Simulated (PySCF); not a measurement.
Simulation results for CH$_{6}$AlBN, CH$_{6}$BClSi, CH$_{7}$BOSi

Computed with PySCF 2.14.0. Calculation on a computer-drawn molecule: the log of a Hartree-Fock and frozen-core CCSD(T) single point meant for a local Hartree-Fock minimum, with one planted fault or none, to be diagnosed. Offsets are logged minus clean, where the clean run is the same molecule without the fault. The reference is restricted for singlets and unrestricted otherwise, and also for a bond in bohr or an excited solution. Adding or removing an electron swaps singlet and doublet. The excited solution moves the top pair (singlet) or top alpha electron (doublet) to the lowest empty orbital. Highest occupied and lowest empty are orbital energies over both spins, largest force is the largest gradient component, triples share is (T) over the correlation energy, the T1 limit is 0.02 restricted and 0.045 unrestricted, electrons count all cores, a negative frequency is imaginary (commonest isotopes), and the dipole is about the centre of nuclear charge.

Common to all runs: meant charge 0; meant basis cc-pV(D+d)Z; logged SCF converged yes; logged SCF stable within its kind yes; possible faults no fault, one electron removed, one electron added, multiplicity raised by two, geometry at a saddle point, SCF held on an excited solution, minimal basis STO-3G, one bond length entered in bohr, all coordinates scaled.

(1) CH$_{6}$AlBN

Logged structure:
```xyz
10
CH6AlBN
B      0.3283    -1.2777     1.4262
C      0.9791    -0.6431     0.1434
N      0.5852    -1.1866    -1.1533
Al     1.5916    -1.6336    -2.5426
H     -0.5487    -2.0976     1.3612
H      0.6944    -0.9019     2.5082
H      0.7739     0.4410     0.2114
H      2.0692    -0.7031     0.2521
H     -0.4101    -1.3076    -1.2096
H      3.1656    -1.4506    -2.3693
```

- meant multiplicity: 2
- logged electrons: 37
- logged basis functions: 95
- logged spin squared: 3.781
- logged highest occupied: -4.3972 eV
- logged lowest empty: -1.2739 eV
- logged largest force: 0.064093 hartree/bohr
- logged dipole magnitude: 9.236 debye
- logged energy HF: -362.23294 hartree
- planted fault: multiplicity raised by two
- HF energy offset from clean run: 95.59 kcal/mol

Drawn bonds:
```
atom  other atom  order
   1           2      1
   2           3      1
   3           4      1
   1           5      1
   1           6      1
   2           7      1
   2           8      1
   3           9      1
   4          10      1
```

Notes: coupled-cluster numbers left out as unreliable.

(2) CH$_{6}$AlBN

Structure as in entry 1.

- meant multiplicity: 2
- logged electrons: 36
- logged basis functions: 95
- logged spin squared: 0
- logged highest occupied: -14.84 eV
- logged lowest empty: -6.7144 eV
- logged largest force: 0.060698 hartree/bohr
- logged T1 diagnostic: 0.01907
- logged D1 diagnostic: 0.068109
- logged triples share: 0.029327
- logged CC converged: yes
- logged dipole magnitude: 8.0996 debye
- logged energy HF: -362.1136 hartree
- logged energy CCSD(T): -362.61895 hartree
- planted fault: one electron removed
- HF energy offset from clean run: 170.5 kcal/mol
- CCSD(T) energy offset from clean run: 170.7 kcal/mol

Drawn bonds:
```
atom  other atom  order
   1           2      1
   2           3      1
   3           4      1
   1           5      1
   1           6      1
   2           7      1
   2           8      1
   3           9      1
   4          10      1
```

(3) CH$_{6}$BClSi

Logged structure:
```xyz
10
CH6BClSi
B     -2.4366     1.3448    -0.1482
C     -1.2787     0.3924    -0.6013
Si    -0.3055     1.0718    -2.0564
Cl     1.1922    -0.2796    -2.5560
H     -2.2402     2.2057     0.6661
H     -3.5306     1.2569    -0.6362
H     -1.6530    -0.5809    -0.9356
H     -0.5390     0.2382     0.1914
H     -1.1505     1.2386    -3.2522
H      0.3575     2.3459    -1.7267
```

- meant multiplicity: 1
- logged electrons: 47
- logged basis functions: 104
- logged spin squared: 0.7769
- logged highest occupied: -17.484 eV
- logged lowest empty: -9.3495 eV
- logged largest force: 0.074729 hartree/bohr
- logged T1 diagnostic: 0.057241
- logged D1 diagnostic: 0.37998
- logged triples share: 0.031984
- logged CC converged: yes
- logged dipole magnitude: 4.9161 debye
- logged energy HF: -814.14156 hartree
- logged energy CCSD(T): -814.6696 hartree
- planted fault: one electron removed
- HF energy offset from clean run: 247.2 kcal/mol
- CCSD(T) energy offset from clean run: 252.4 kcal/mol

Drawn bonds:
```
atom  other atom  order
   1           2      1
   2           3      1
   3           4      1
   1           5      1
   1           6      1
   2           7      1
   2           8      1
   3           9      1
   3          10      1
```

Notes: T1 above single-reference limit.

(4) CH$_{7}$BOSi

Logged structure:
```xyz
11
CH7BOSi
B      0.8022     1.6182    -1.0798
C      0.6108     0.1902    -0.4784
Si     1.3417    -0.0080     1.2379
O      1.0399    -1.5683     1.6904
H     -0.7292     3.2553    -0.7100
H      1.7821     1.8928    -1.7201
H     -0.4464    -0.0713    -0.3589
H      1.1034    -0.5827    -1.0786
H      0.7208     0.9352     2.1984
H      2.8010     0.2531     1.2339
H      1.3357    -1.8617     2.5389
```

- meant multiplicity: 1
- logged electrons: 40
- logged basis functions: 100
- logged spin squared: 0.6228
- logged highest occupied: -9.3576 eV
- logged lowest empty: 1.8232 eV
- logged largest force: 0.019506 hartree/bohr
- logged T1 diagnostic: 0.056395
- logged D1 diagnostic: 0.27583
- logged triples share: 0.028243
- logged CC converged: yes
- logged dipole magnitude: 1.9695 debye
- logged energy HF: -430.34795 hartree
- logged energy CCSD(T): -430.93118 hartree
- planted fault: one bond length entered in bohr, row 4 of the drawn bonds
- HF energy offset from clean run: 75.91 kcal/mol
- CCSD(T) energy offset from clean run: 74.74 kcal/mol

Drawn bonds:
```
atom  other atom  order
   1           2      1
   2           3      1
   3           4      1
   1           5      1
   1           6      1
   2           7      1
   2           8      1
   3           9      1
   3          10      1
   4          11      1
```

Notes: T1 above single-reference limit.
